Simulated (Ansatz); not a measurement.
Ansatz (a first-principles code) input (CCSD(T)/def2-SVPD):

Ansatz 0.2 input:
```yaml
crystal:
  periodic: [false, false, false]
  atoms:
    - {symbol: Pb, position_ang: [0.00287726, 0.00331022, 0.46954697]}
    - {symbol: Cl, position_ang: [1.23637282, 1.42415907, -1.15015183]}
    - {symbol: Cl, position_ang: [-1.25025137, -1.44012601, -1.11472177]}
basis:
  gaussian:
    orbitals: def2-SVPD
magnetization: {spin_polarized: false}
correlation: {method: ccsd_t, electrons: outside_noble_gas}
output: {forces: true}
```

End of the output:

```
integrals: 0.09 GiB planned
911 factors; integrals over basis functions are off by at most 2.0e-4 eV
mean field: 0.35 GiB planned
mean field evaluation 1: about -30221.2457 eV, gradient 2.1e1 eV
mean field evaluation 2: about -30221.3132 eV, gradient 2.1e1 eV
mean field evaluation 4: about -30222.9481 eV, gradient 1.1e0 eV
mean field evaluation 8: about -30222.9663 eV, gradient 9.6e-2 eV
mean field evaluation 16: about -30221.2455 eV, gradient 2.1e1 eV
mean field -30222.96642625 eV, -1110.6735303022 hartree, gradient 9.4e-7 eV, S^2 0.000000; 0 other end points of the search recorded, 0 dependent functions left out
19 core orbitals not correlated
reference -30222.96642625 eV, -1110.6735303022 hartree; 9, 9 occupied and 58, 58 virtual orbitals, 911 factors
densities: 0.27 GiB planned
second order -9.48794234 eV of doubles, -0.00000000 eV of singles
coupled cluster: 0.20 GiB planned
cycle   1  -9.99260690 eV  change   -5.0e-1 eV  update   7.9e-2
cycle   2  -10.18904271 eV  change   -2.0e-1 eV  update   2.4e-2
cycle   3  -10.24467599 eV  change   -5.6e-2 eV  update   1.5e-2
cycle   4  -10.24131774 eV  change    3.4e-3 eV  update   4.1e-3
cycle   5  -10.23948621 eV  change    1.8e-3 eV  update   1.7e-3
cycle   6  -10.23947239 eV  change    1.4e-5 eV  update   6.2e-4
cycle   7  -10.23956026 eV  change   -8.8e-5 eV  update   2.0e-4
cycle   8  -10.23958968 eV  change   -2.9e-5 eV  update   6.7e-5
cycle   9  -10.23958780 eV  change    1.9e-6 eV  update   2.2e-5
cycle  10  -10.23958128 eV  change    6.5e-6 eV  update   7.0e-6
cycle  11  -10.23958105 eV  change    2.3e-7 eV  update   2.2e-6
perturbative correction -0.31730041 eV, -0.0116605748 hartree
the calculation of the forces begins
Total energy: -30233.52330770 eV, -1111.0614885399 hartree
Atom 0 at     0.002877     0.003310     0.469547 Å, force     0.004509     0.005188     0.735855 eV/Å
Atom 1 at     1.236373     1.424159    -1.150152 Å, force     0.277499     0.319648    -0.371913 eV/Å
Atom 2 at    -1.250251    -1.440126    -1.114722 Å, force    -0.282008    -0.324835    -0.363941 eV/Å
Dipole moment:     0.006085     0.007000     0.992980 e Å
```
